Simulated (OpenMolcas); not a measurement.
Computed levels of 5d² in ions with 70 electrons, in cm-1 above ³F₂.

```yaml
Program: OpenMolcas
Method: SS-CASPT2, IPEA 0.25 Eh, imaginary shift 0.1 Eh
Basis: ANO-RCC-VTZP
Scalar_Hamiltonian: DKH2, point nucleus
Spin-orbit_coupling: state interaction with AMFI integrals over the reference wave functions, term energies averaged over their components
```

Active space for each ion: 2 electrons in 5 orbitals (5d); closed shells correlated by CASPT2: 5s 5p.

```
Level    W4+   Re5+   Ir7+
  ³F₃   6440   8310  13090
  ³F₄  11860  14930  22300
  ³P₀  13580  14930  17850
  ³P₁  17260  19860  26250
  ¹G₄  23400  27420  37400
  ³P₂  23490  28260  39980
  ¹S₀  44510  51480  66490
```

Task: Estimate ³F₄, ³P₀, ³P₁ for Os6+ from its neighbours Re5+ and Ir7+.

Result: ³F₄ is fine structure, which grows about as the fourth power of a screened charge, so the fourth roots are averaged: ((14930^0.25 + 22300^0.25) / 2)^4 = 18339. The calculation gives 18530, so the estimate is off by -1.0 %.
³P₀ is another term, which grows about linearly with the charge: (14930 + 17850) / 2 = 16390. The calculation gives 16390, so the estimate is off by 0 %; the measured value is 15837 (van het Hof, Joshi, Wyart and Sugar, J. Res. Natl. Inst. Stand. Technol. 100, 687 (1995)).
³P₁ is another term, which grows about linearly with the charge: (19860 + 26250) / 2 = 23055. The calculation gives 22980, so the estimate is off by +0.3 %; the measured value is 22098 (van het Hof, Joshi, Wyart and Sugar, J. Res. Natl. Inst. Stand. Technol. 100, 687 (1995)).

Mixed levels, with the weight of the term that names them: W4+ ³P₂ (68 %), Re5+ ³P₂ (63 %), Os6+ ³P₂ (60 %), Ir7+ ³P₂ (57 %).

CASPT2 breaks the degeneracy within a term, and the mean is taken; among the terms shown or strongly mixed into the levels shown the widest spread is 520 cm-1 (5d² ¹G, W4+). Computed and measured levels are paired by configuration, term and J; levels that our copy of the source lacks, or whose pairing is in doubt (as where it misses far off the trend of its configuration), stay unpaired and out of the deviations. Only configurations of the active space appear.
